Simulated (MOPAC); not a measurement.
Job for MOPAC: AM1 on AlB, 2S+1 = 3, a spin state set in the input, which need not be the lowest, a point of a bond scan (R = 1.932 Å).

```
AM1 1SCF PRECISE CHARGE=0 UHF MS=1 THREADS=1
AlB

B      0.00000000 1     0.00000000 1     0.00000000 1
Al     0.00000000 1     0.00000000 1     1.93197400 1
```

Program output:

```
*******************************************************************************
 **                                                                           **
 **                              MOPAC v23.2.5                                **
 **                                                                           **
 *******************************************************************************
 ** MOPAC's Digital Object Identifier: https://doi.org/10.5281/zenodo.6511958 **
 **                                                                           **
 ** Please cite the open-source release paper for use of this MOPAC version:  **
 ** J. E. Moussa and J. J. P. Stewart (2026)                                  **
 ** MOPAC: An open-source semiempirical molecular orbital program             **
 ** J. Open Source Softw., 11(119), 8025, https://doi.org/10.21105/joss.08025 **
 *******************************************************************************

                              AM1 CALCULATION RESULTS

 *******************************************************************************
 *  AM1        - The AM1 Hamiltonian to be used
 *  UHF        - UNRESTRICTED HARTREE-FOCK CALCULATION
 *
 *
 *
 *                 CHARGE ON SYSTEM = 0
 *
 *
 *
 *  MS=        - IN MECI, MAGNETIC COMPONENT OF SPIN =  1.0
 *  PRECISE    - TIGHTER CRITERIA TO BE USED
 *  1SCF       - DO 1 SCF AND THEN STOP
 *  THREADS=1  - MULTI-THREADING NOT USED
 *  T=         - A TIME OF 172800.0 SECONDS REQUESTED
 *  DUMP=N     - RESTART FILE WRITTEN EVERY 7200.0 SECONDS REQUESTED
 *******************************************************************************
AM1 1SCF PRECISE CHARGE=0 UHF MS=1 THREADS=1
 AlB

   ATOM   CHEMICAL          X               Y               Z
  NUMBER   SYMBOL      (ANGSTROMS)     (ANGSTROMS)     (ANGSTROMS)

     1       B          0.00000000  *   0.00000000  *   0.00000000  *
     2      Al          0.00000000  *   0.00000000  *   1.93197400  *



          CARTESIAN COORDINATES

    NO.       ATOM           X           Y           Z

     1         B          0.0000      0.0000      0.0000
     2        Al          0.0000      0.0000      1.9320

  B: (AM1): M.J.S. DEWAR ET AL, ORGANOMETALLICS, 7, 513-521 (1988)
 Al: (AM1): M. J. S. Dewar, A. J. Holder, Organometallics, 9, 508-511 (1990).

           Empirical Formula: B Al  =     2 atoms



      MOLECULAR POINT GROUP   :   C*v


          UHF CALCULATION, NO. OF ALPHA ELECTRONS =    4
                           NO. OF BETA  ELECTRONS =    2

 -------------------------------------------------------------------------------
 AM1 1SCF PRECISE CHARGE=0 UHF MS=1 THREADS=1
 AlB



     1SCF WAS SPECIFIED, SO BFGS WAS NOT USED
     SCF FIELD WAS ACHIEVED


                              AM1 CALCULATION
                                                       MOPAC v23.2.5 Linux




          FINAL HEAT OF FORMATION =        159.27533 KCAL/MOL =     666.40797 KJ/MOL


          COSMO AREA              =         90.58 SQUARE ANGSTROMS
          COSMO VOLUME            =         77.32 CUBIC ANGSTROMS

          IONIZATION POTENTIAL    =          7.026299 EV
          ALPHA SOMO LUMO (EV)    =         -7.026 -1.936
          BETA  SOMO LUMO (EV)    =         -9.376 -1.309
          NO. OF ALPHA ELECTRONS  =          4
          NO. OF BETA  ELECTRONS  =          2
          MOLECULAR WEIGHT        =         37.7915         POINT GROUP:  C*v

          MOLECULAR DIMENSIONS (Angstroms)

            Atom       Atom       Distance
           Al     2    B     1     1.93197
           Al     2    B     1     0.00000
            B     1   Al     2     0.00000


          SCF CALCULATIONS        =          1





   ATOM   CHEMICAL          X               Y               Z
  NUMBER   SYMBOL      (ANGSTROMS)     (ANGSTROMS)     (ANGSTROMS)

     1       B          0.00000000  *   0.00000000  *   0.00000000  *
     2      Al          0.00000000  *   0.00000000  *   1.93197400  *

                             CARTESIAN COORDINATES

   1    B        0.000000000     0.000000000     0.000000000
   2   Al        0.000000000     0.000000000     1.931974000


           Empirical Formula: B Al  =     2 atoms



      MOLECULAR POINT GROUP   :   C*v


          ALPHA EIGENVALUES
 -18.91974 -10.28616  -7.02630  -7.02630  -1.93637   1.14742   1.14742   2.50402


           BETA EIGENVALUES
 -18.53370  -9.37626  -1.30855  -0.83068  -0.83068   1.63284   1.63284   2.59282


              NET ATOMIC CHARGES AND DIPOLE CONTRIBUTIONS

  ATOM NO.   TYPE          CHARGE      No. of ELECS.   s-Pop       p-Pop
    1          B           0.596952        2.4030     1.87416     0.52889
    2         Al          -0.596952        3.5970     1.66015     1.93680
 DIPOLE           X         Y         Z       TOTAL
 POINT-CHG.     0.000     0.000    -5.540     5.540
 HYBRID         0.000     0.000     2.559     2.559
 SUM            0.000     0.000    -2.981     2.981


          ATOMIC ORBITAL ELECTRON POPULATIONS

     Atom    s        px        py        pz
    1  B   1.87416   0.13116   0.13116   0.26658
    2 Al   1.66015   0.86884   0.86884   0.19911


                    (SZ)    =    1.000000
                    (S**2)  =    2.135392


          ATOMIC ORBITAL SPIN POPULATIONS

    Atom   Total    s     px     py     pz
         Atomic
    1  B  0.0848 -0.035  0.131  0.131 -0.143
    2 Al  1.9152  0.215  0.869  0.869 -0.038

 **********************
 *                    *
 * JOB ENDED NORMALLY *
 *                    *
 **********************




 == MOPAC DONE ==
```

The run finished. Its determinant has ⟨S²⟩ = 2.14, a mixture of spin states.

Cost: about 0.020 core-seconds (a rough figure).
